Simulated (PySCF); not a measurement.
## Working out the ionisation energy of N²⁺

N²⁺ [He] 2s2 2p1 (2P) → N³⁺ [He] 2s2 (1S). Computed with PySCF 2.14 in aug-cc-pCVTZ-DK with one added diffuse shell each of s, p, d, f type (8s7p5d3f, 75 functions), with the spin-free X2C one-electron Hamiltonian (Gaussian nucleus). Frozen: nothing. Energies in hartree (1 hartree = 27.21139 eV):

```tsv
part	N²⁺ (lower)	N³⁺ (upper)
UHF	-52.847572	-51.110655
MP2 opposite-spin	-0.098253	-0.094007
MP2 same-spin	-0.007375	-0.002325
```

Task: What does Hartree-Fock give?

Result: (-51.110655) − (-52.847572) = 1.736917 hartree = 47.264 eV.

Task: What do MP2 and SCS-MP2 (6/5 opposite-spin, 1/3 same-spin) give?

Result: The opposite-spin parts differ by 0.116 eV and the same-spin parts by 0.137 eV. MP2: 47.264 + (0.116) + (0.137) = 47.517 eV. SCS-MP2: 47.264 + 1.2 × (0.116) + (0.137)/3 = 47.449 eV.

A first-order spin-orbit estimate adds 0.014 eV to MP2 (valence and next inner shell), giving 47.531 eV against 47.445 eV (semi-empirical (NIST evaluation); NIST Atomic Spectra Database, ionization energies).

What remains against the reference includes basis incompleteness and correlation beyond second order.
